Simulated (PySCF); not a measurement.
A side-by-side comparison of computed properties.

First species: C6H13FGe.
InChI=1S/C6H13FGe/c1-6(4-7)2-3-8-5-6/h2-5,8H2,1H3/t6-/m0/s1

Second species: C6H9N.
Numbering: `[CH2:1]=[C:2]1[CH2:3][C@@H:4]1/[CH:5]=[N:6]/[CH3:7]` (hydrogens: H8, H9 on C1; H10, H11 on C3; H12 on C4; H13 on C5; H14, H15, H16 on C7)

Levels: CAM-B3LYP/def2-SVPD for HOMO energy, LUMO energy, HOMO–LUMO gap and static isotropic polarisability; TDDFT CAM-B3LYP/def2-SVPD for lowest singlet excitation. Geometries: PBE0-D3(BJ)/def2-SVP. All species are isolated and taken at one optimised geometry, non-relativistic unless stated; the electronic structure was computed with PySCF and density fitting.

The conformers computed, where there is a choice (atom-mapped SMILES and torsion angles):
- `[CH2:1]=[C:2]1[CH2:3][C@@H:4]1/[CH:5]=[N:6]/[CH3:7]`: C3–C4–C5–N6 148°

The conformers of `C[C@@]1(CF)C[CH2][GeH2][CH2]1` aren't listed.

(1) Which has the higher HOMO–LUMO gap?

(2) Which has the higher LUMO energy?

(3) Which has the higher static isotropic polarisability?

(4) Which has the higher S1 energy?

(5) Which of the two has the higher HOMO energy, and by how much?

## Answers

(1) The first: 10.37 eV against 9.38 eV, a difference of 0.99 eV.

(2) The first: 1.05 eV against 0.74 eV, a difference of 0.31 eV.

(3) The first: 99.6 au against 83.9 au, a difference of 15.7 au.

(4) The first: 7.51 eV against 5.23 eV, a difference of 2.28 eV.

(5) The second: -8.64 eV against -9.32 eV, a difference of 0.68 eV.

On the first: The 10 singlets span 7.51 to 8.68 eV, and their oscillator strengths add up to 0.56. The polarisability is 14.75 Å³ as a volume (1 au = 0.148185 Å³), or 1.11 au for each of the 90 electrons. Relativistic effects, spin–orbit coupling among them, are left out although an element past zinc is present.

On the second: S1 lies 4.15 eV below the HOMO–LUMO gap; its leading configuration is HOMO→LUMO, weight 0.47, beside HOMO→LUMO+1, weight 0.37. No computed singlet falls in the visible range (750 to 380 nm, 1.65 to 3.26 eV); S1 lies 1.97 eV above its blue end.
